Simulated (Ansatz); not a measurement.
## How methods differ on SiSe (SMILES [Si][Se])

SiSe: 2 atoms, total charge 0, spin state singlet. As SMILES, `[Si][Se]`. Geometry: a GFN2-xTB relaxation, a rough one for these elements and not checked as a minimum.

```xyz
2

Si    0.0000    0.0000    0.0000
Se    0.0000    0.0000    2.1245
```

Each level gives the energy change with the Si1–Se2 bond stretched from 2.125 to 4.249 Å (eV). The values are calculated.

```tsv
level	kind	program	value (eV)	less FCI/STO-3G	CPU time (all runs)
HF/STO-3G (restricted)	Hartree–Fock	Ansatz	8.45	+2.27	0.51 s
SVWN5/STO-3G (restricted)	LDA	Ansatz	8.90	+2.72	3.7 s
PBE/STO-3G (restricted)	GGA	Ansatz	8.54	+2.36	6.8 s
PBE0/STO-3G (restricted)	global hybrid	Ansatz	9.85	+3.67	2.7 s
CAM-B3LYP/STO-3G (restricted)	range-separated hybrid	Ansatz	9.57	+3.39	2.6 s
wB97M-V/STO-3G (restricted)	range-separated hybrid	Ansatz	9.65	+3.47	27 s
B2PLYP/STO-3G (restricted)	double hybrid	Ansatz	9.59	+3.41	4.2 s
RPA@PBE/STO-3G (restricted)	RPA	Ansatz	5.41	-0.77	8.7 s
BCCD(T)/STO-3G (restricted)	coupled cluster or CI	Ansatz	9.32	+3.14	2.1 s
FCI/STO-3G	exact in the basis	Ansatz	6.18	0.00	4.7 s
```

FCI/STO-3G is exact within its basis and frozen core, so for wave-function methods in that basis the difference is their error; functionals converge differently with the basis, so for them it is only a difference. Spin-restricted single references rise too steeply as a bond breaks. All-electron rows without a relativistic Hamiltonian named are non-relativistic. The first shape isn't each level's own minimum. The values span 5.41 to 9.85 eV. All rows use very small basis sets, so even the best lies far from the true value. In the correlated wave-function rows the outer d shell of Se is correlated, in sets not made for it. Times are those of the runs behind each value, whatever else they computed, on shared processors of several kinds: orders of magnitude only.
